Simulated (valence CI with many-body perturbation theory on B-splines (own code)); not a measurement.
**Nb XXXVI: electric-dipole lines**

Calculated by relativistic CI+MBPT: four valence electrons over a frozen Dirac-Fock core [He], radial functions for each j: 11 s, 11 p, 10 d, 8 f, 5 g, 2 h, with the one-electron correlation potential Σ1 (screened to all orders), the two-electron term Σ2, the three-electron term Σ3, Breit, model QED; selected single and double excitations, second order for the rest, scaled by the run's own slope (own B-spline code, finite nucleus).

No measured spectrum was set against this ion. As an estimate, large intervals hold to a few tenths of a per cent, small ones and those within an open d or f shell to about a per cent. Among the levels kept, up to 990 cm⁻¹ of a level comes from second order outside the variational space, and about a tenth of that is noise between levels of different J, which matters for small intervals.

Lines 51 to 100 of 537 in falling wavelength, among levels below 3282.6 eV, chosen from the strongest by gf and those to the six lowest levels. Wavelengths and rates use the calculated energies. Electric multipoles are in the length gauge, E1 and E2 with the static RPA response of the core. Weak lines are less certain than strong ones. Lines between different terms over intervals too small for the method are left out, as are lines whose strength nearly cancels. Where a level lies close to another of its J and parity, the split of strength between their lines is uncertain. The highest levels of a list are the least certain.

Levels are named by their leading jj configuration (3d3/2^4 stands for four electrons in 3d with j = 3/2), which in mixed levels can hold well under half, so a name can repeat and another be missing. Letters in brackets count levels of one name in rising energy.

```
λ vac (nm)                           Upper                           Lower   A (s⁻¹)  S (a.u.) with core polarisation  S without
     19.28  (2s 2p1/2 2p3/2 3d3/2) J=2 [b]  (2s 2p1/2 2p3/2 3p1/2) J=2 [b]  4.23e+09                         7.48e-02   7.48e-02
     19.06      (2s 2p3/2^2 3d3/2) J=3 [a]          (2s 2p3/2^2 3p1/2) J=3  2.87e+09                         6.87e-02   6.87e-02
     19.04  (2s 2p1/2 2p3/2 3d3/2) J=2 [d]  (2s 2p1/2 2p3/2 3p1/2) J=1 [c]  4.37e+09                         7.44e-02   7.44e-02
     18.87          (2s^2 2p3/2 3p3/2) J=1             (2s^2 2p3/2 3s) J=1  6.83e+09                         6.80e-02   6.80e-02
     18.85       (2p1/2^2 2p3/2 3d3/2) J=2       (2p1/2^2 2p3/2 3p1/2) J=2  3.47e+09                         5.74e-02   5.74e-02
     18.80   (2p1/2 2p3/2^2 3p3/2) J=3 [b]          (2p1/2 2p3/2^2 3s) J=3  4.82e+09                         1.11e-01   1.11e-01
     18.73       (2p1/2 2p3/2^2 3d3/2) J=2   (2p1/2 2p3/2^2 3p1/2) J=2 [a]  3.84e+09                         6.22e-02   6.22e-02
     18.65      (2s 2p3/2^2 3p3/2) J=1 [a]         (2s 2p3/2^2 3s) J=2 [a]  7.40e+09                         7.11e-02   7.11e-02
     18.64  (2s 2p1/2 2p3/2 3d3/2) J=1 [b]  (2s 2p1/2 2p3/2 3p1/2) J=2 [b]  6.00e+09                         5.75e-02   5.75e-02
     18.57       (2p1/2 2p3/2^2 3p3/2) J=4          (2p1/2 2p3/2^2 3s) J=3  1.29e+10                         3.68e-01   3.68e-01
     18.50      (2s 2p3/2^2 3p3/2) J=3 [b]         (2s 2p3/2^2 3s) J=2 [b]  7.38e+09                         1.61e-01   1.61e-01
     18.47       (2p1/2^2 2p3/2 3p3/2) J=3          (2p1/2^2 2p3/2 3s) J=2  1.33e+10                         2.89e-01   2.89e-01
     18.46   (2p1/2 2p3/2^2 3p3/2) J=3 [a]      (2p1/2 2p3/2^2 3s) J=2 [a]  1.23e+10                         2.66e-01   2.66e-01
     18.41       (2p1/2^2 2p3/2 3d3/2) J=2       (2p1/2^2 2p3/2 3p1/2) J=1  4.46e+09                         6.87e-02   6.88e-02
     18.37   (2p1/2 2p3/2^2 3p3/2) J=2 [a]      (2p1/2 2p3/2^2 3s) J=2 [a]  5.46e+09                         8.36e-02   8.36e-02
     18.32      (2s 2p3/2^2 3d3/2) J=3 [b]      (2s 2p3/2^2 3p1/2) J=2 [b]  4.39e+09                         9.32e-02   9.32e-02
     18.30  (2s 2p1/2 2p3/2 3p3/2) J=3 [c]     (2s 2p1/2 2p3/2 3s) J=2 [c]  9.76e+09                         2.06e-01   2.06e-01
     18.23  (2s 2p1/2 2p3/2 3d3/2) J=3 [a]          (2s^2 2p3/2 3d5/2) J=2  2.42e+09                         5.06e-02   5.06e-02
     18.17      (2s 2p3/2^2 3d3/2) J=3 [a]      (2s 2p3/2^2 3p1/2) J=2 [a]  2.93e+09                         6.07e-02   6.07e-02
     18.16  (2s 2p1/2 2p3/2 3p3/2) J=2 [a]     (2s 2p1/2 2p3/2 3s) J=1 [a]  7.45e+09                         1.10e-01   1.10e-01
     18.06       (2p1/2^2 2p3/2 3d3/2) J=3       (2p1/2^2 2p3/2 3p1/2) J=2  8.46e+09                         1.72e-01   1.72e-01
     17.88      (2s 2p3/2^2 3d3/2) J=2 [a]      (2s 2p3/2^2 3p1/2) J=2 [a]  6.07e+09                         8.57e-02   8.57e-02
     17.82          (2s 2p1/2^2 3d3/2) J=1          (2s 2p1/2^2 3p1/2) J=0  5.80e+09                         4.87e-02   4.87e-02
     17.81      (2s 2p1/2 2p3/2 3d3/2) J=4      (2s 2p1/2 2p3/2 3p1/2) J=3  5.85e+09                         1.47e-01   1.47e-01
     17.78       (2p1/2 2p3/2^2 3d3/2) J=3   (2p1/2 2p3/2^2 3p1/2) J=2 [a]  6.15e+09                         1.19e-01   1.19e-01
     17.74          (2s^2 2p3/2 3p3/2) J=3             (2s^2 2p3/2 3s) J=2  1.04e+10                         2.00e-01   2.00e-01
     17.72  (2s 2p1/2 2p3/2 3d3/2) J=3 [a]  (2s 2p1/2 2p3/2 3p1/2) J=2 [a]  4.15e+09                         7.98e-02   7.98e-02
     17.60  (2s 2p1/2 2p3/2 3p3/2) J=3 [b]     (2s 2p1/2 2p3/2 3s) J=2 [b]  6.50e+09                         1.22e-01   1.22e-01
     17.48      (2s 2p1/2 2p3/2 3p3/2) J=4         (2s 2p1/2 2p3/2 3s) J=3  1.43e+10                         3.39e-01   3.39e-01
     17.48  (2s 2p1/2 2p3/2 3d3/2) J=2 [c]  (2s 2p1/2 2p3/2 3p3/2) J=1 [b]  3.74e+09                         4.93e-02   4.93e-02
     17.45          (2s 2p1/2^2 3d3/2) J=2          (2s 2p1/2^2 3p1/2) J=1  7.11e+09                         9.32e-02   9.32e-02
     17.44       (2p1/2 2p3/2^2 3d3/2) J=1   (2p1/2 2p3/2^2 3p1/2) J=1 [a]  7.78e+09                         6.11e-02   6.11e-02
     17.44          (2s^2 2p3/2 3d3/2) J=3          (2s^2 2p3/2 3p1/2) J=2  6.55e+09                         1.20e-01   1.20e-01
     17.36  (2s 2p1/2 2p3/2 3d3/2) J=3 [c]  (2s 2p1/2 2p3/2 3p1/2) J=2 [c]  8.95e+09                         1.62e-01   1.62e-01
     17.32      (2s 2p3/2^2 3d3/2) J=2 [c]      (2s 2p3/2^2 3p1/2) J=1 [b]  3.99e+09                         5.11e-02   5.11e-02
     17.28       (2p1/2 2p3/2^2 3d3/2) J=2   (2p1/2 2p3/2^2 3p1/2) J=1 [a]  4.87e+09                         6.19e-02   6.19e-02
     17.20      (2s 2p3/2^2 3d3/2) J=1 [a]      (2s 2p3/2^2 3p1/2) J=2 [a]  8.60e+09                         6.48e-02   6.48e-02
     17.14      (2s 2p3/2^2 3p3/2) J=3 [a]             (2s 2p3/2^2 3s) J=3  6.32e+09                         1.10e-01   1.10e-01
     17.09       (2p1/2^2 2p3/2 3d3/2) J=1       (2p1/2^2 2p3/2 3p1/2) J=1  8.34e+09                         6.17e-02   6.17e-02
     17.02          (2s 2p3/2^2 3p3/2) J=4             (2s 2p3/2^2 3s) J=3  1.35e+10                         2.95e-01   2.96e-01
     16.94          (2s 2p3/2^2 3d3/2) J=4          (2s 2p3/2^2 3p1/2) J=3  8.93e+09                         1.93e-01   1.93e-01
     16.91          (2s^2 2p1/2 3d3/2) J=2          (2s^2 2p1/2 3p1/2) J=1  9.23e+09                         1.10e-01   1.10e-01
     16.91  (2s 2p1/2 2p3/2 3d3/2) J=2 [a]  (2s 2p1/2 2p3/2 3p1/2) J=1 [a]  4.44e+09                         5.30e-02   5.30e-02
     16.88  (2s 2p1/2 2p3/2 3p3/2) J=2 [c]     (2s 2p1/2 2p3/2 3s) J=1 [b]  5.28e+09                         6.27e-02   6.28e-02
     16.84  (2s 2p1/2 2p3/2 3d3/2) J=1 [a]  (2s 2p1/2 2p3/2 3p1/2) J=1 [a]  7.43e+09                         5.26e-02   5.26e-02
     16.83  (2s 2p1/2 2p3/2 3p3/2) J=3 [a]     (2s 2p1/2 2p3/2 3s) J=2 [a]  1.05e+10                         1.74e-01   1.74e-01
     16.82       (2p1/2^2 2p3/2 3p3/2) J=2          (2p1/2^2 2p3/2 3s) J=1  6.62e+09                         7.78e-02   7.78e-02
     16.79  (2s 2p1/2 2p3/2 3p3/2) J=2 [d]     (2s 2p1/2 2p3/2 3s) J=1 [c]  1.03e+10                         1.21e-01   1.21e-01
     16.57   (2p1/2 2p3/2^2 3p3/2) J=1 [b]      (2p1/2 2p3/2^2 3s) J=2 [b]  7.40e+09                         4.99e-02   4.99e-02
     16.57      (2s 2p3/2^2 3p3/2) J=2 [b]         (2s 2p3/2^2 3s) J=1 [a]  1.05e+10                         1.18e-01   1.18e-01
```
